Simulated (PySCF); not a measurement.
**Substituent chemical shifts**

Parent skeleton `[CH2:1]1[CH2:2][NH:3][SiH2:4][CH2:5]1`; one hydrogen on atom 1 is replaced by X. Hydrogens on one atom are averaged.

How the numbers were obtained: coordinates at the GFN2-xTB level, GIAO PBE0/pcSseg-1 shieldings, in PySCF (no relativistic terms, rapidly exchanging positions averaged, gas phase, one computed conformer).

Shifts are taken against calculated references (same method and geometry level): TMS for 13C, 29Si, 1H; NH3 for 15N.

Parent (X = H): C1 29.2, C2 50.8, N3 23.1, Si4 -28.8, C5 10.6, H(C1) 1.86, H(C2) 3.24, H(Si4) 4.89, H(C5) 0.99 ppm. Effects are Δδ = δ(X) − δ(H), positive for deshielding.

Problem. Order these by the shift of H(C1), most shielded first.
A. X = CH2CF3
B. X = NHCOCH3
C. X = iPr

Solution. C (-0.51 ppm), A (+0.45 ppm), B (+3.20 ppm).

Experimental scales use liquid or dissolved standards, which lie at an offset from isolated NH3 (liquid NH3: subtract about 20 ppm).
